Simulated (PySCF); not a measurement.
Compound: CH6B2S.
SMILES with atom numbers: `[BH2:1][BH:2][S:3][CH3:4]` (hydrogens: H5, H6 on B1; H7 on B2; H8, H9, H10 on C4)

Computed by this run: PBE0-D3(BJ)/def2-SVP geometry optimisation, gas phase (PySCF 2.14.0); density fitting, grid level 1; the optimiser is geomeTRIC in internal coordinates, started from a GFN2-xTB structure with every atom displaced at random (about 0.01 Å).

Step 0: E = -13309.7966 eV
```
atom  x, y, z in Å  |  force x, y, z in eV/Å
B1     -1.5310   -0.4081    0.2956   -0.345   1.101  -0.158
B2     -0.8583    0.0681   -1.1125    0.661  -0.064   0.478
S3      0.8382    0.4630   -1.2927    0.796   0.096   0.389
C4      1.5821    0.2306    0.3922   -2.494   0.251  -0.320
H5     -1.6248   -1.5115    0.6202   -0.025  -1.488   0.438
H6     -2.0167    0.3938    1.0449   -0.055   0.231   0.241
H7     -1.4170    0.1788   -2.1306   -0.666   0.097  -0.945
H8      1.4176   -0.7959    0.6996    0.099  -0.502   0.159
H9      2.6069    0.4605    0.3635    1.753   0.392  -0.133
H10     1.0534    0.8998    1.0987    0.276  -0.114  -0.149
```

Problem. Estimate the geometry and energy of step 1. (The exact step hangs on the optimiser's Hessian estimate; all steps are aligned on step 0, rigid shifts and turns removed.)

Solution. E = -13309.9499 eV, largest force 0.644 eV/Å
```
atom  x, y, z in Å  |  force x, y, z in eV/Å
B1     -1.5658   -0.3955    0.2965    0.085  -0.198   0.051
B2     -0.8357    0.0701   -1.1243   -0.102   0.034  -0.146
S3      0.8783    0.4670   -1.2847   -0.066  -0.017   0.011
C4      1.5482    0.2337    0.3868    0.641   0.056  -0.025
H5     -1.6460   -1.5660    0.6312   -0.014   0.156  -0.063
H6     -2.0190    0.4110    1.0762   -0.061   0.040   0.025
H7     -1.4439    0.1834   -2.1709    0.038  -0.017   0.074
H8      1.4336   -0.8093    0.7127   -0.011   0.006   0.001
H9      2.6335    0.4755    0.3521   -0.439  -0.111   0.023
H10     1.0672    0.9092    1.1033   -0.072   0.052   0.048
```

The energy changes by -0.1533 eV. The first-order estimate −F·Δx gives -0.3781 eV and the mean of the old and new forces, exact on a quadratic surface, -0.1614 eV. The step makes an angle of 39° with the force vector and moves no atom by more than 0.059 Å.

The cost below is that of the whole optimisation. The run took 12 s of wall time on Arm Neoverse V1, one thread, shared host with 64 logical CPUs at a one-minute load of 45, and the process peaked at 0.45 GiB of memory.
